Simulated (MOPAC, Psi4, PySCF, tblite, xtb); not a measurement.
Dimer H4O4Si ··· Cl- (SMILES O[Si](O)(O)O and [Cl-]) (charge -1) at R = 4.04 Å between the centres of mass, closest contact 1.97 Å (lowest of the rigid-body minima from ten starts at GFN2-xTB). Geometry in Å and degrees:

```
Si
O 1 1.6354
H 2 0.9604 1 117.24
O 1 1.6354 2 106.42 3 -161.06
H 4 0.9604 1 117.26 2 36.92
O 1 1.6354 2 115.72 3 80.93
H 6 0.9604 1 117.25 2 81.37
O 1 1.6355 2 106.46 3 -37.07
H 8 0.9604 1 117.21 2 160.54
Cl 3 1.9682 2 171.87 1 -163.40
```

Computed with: GFN2-xTB (tblite); SAPT0/jun-cc-pVDZ, frozen core (Psi4); HF/aug-cc-pVDZ, counterpoise-corrected (Psi4); MP2/aug-cc-pVDZ = DF-MP2/aug-cc-pVDZ, frozen core, counterpoise-corrected (Psi4 1.11); SCS-MP2/aug-cc-pVDZ = DF-SCS-MP2/aug-cc-pVDZ, frozen core, counterpoise-corrected run with Psi4; AM1, restricted, heats of formation (MOPAC); PM6, restricted, heats of formation (MOPAC); GFN1-xTB (xtb); RKS-B3LYP/6-31G* = restricted B3LYP/6-31G*, spherical d, no counterpoise correction (PySCF 2.14.0); RKS-B3LYP/3-21G = restricted B3LYP/3-21G, no counterpoise correction run with PySCF; RMP2/3-21G = restricted MP2 (frozen core)/3-21G, no counterpoise correction run with PySCF; RKS-BP86/6-31G* = restricted BP86/6-31G*, spherical d, no counterpoise correction in PySCF.

Task: What interaction energy does each level give?

Result: 
| method | E_int / kcal/mol |
|---|---|
| RKS-B3LYP/3-21G | -18.90 |
| RKS-BP86/6-31G* | -16.93 |
| RKS-B3LYP/6-31G* | -16.58 |
| RMP2/3-21G | -14.81 |
| MP2/aug-cc-pVDZ | -13.09 |
| SAPT0/jun-cc-pVDZ | -12.38 |
| AM1 | -11.86 |
| SCS-MP2/aug-cc-pVDZ | -11.86 |
| PM6 | -11.01 |
| GFN2-xTB | -9.03 |
| HF/aug-cc-pVDZ | -8.93 |
| GFN1-xTB | -4.77 |
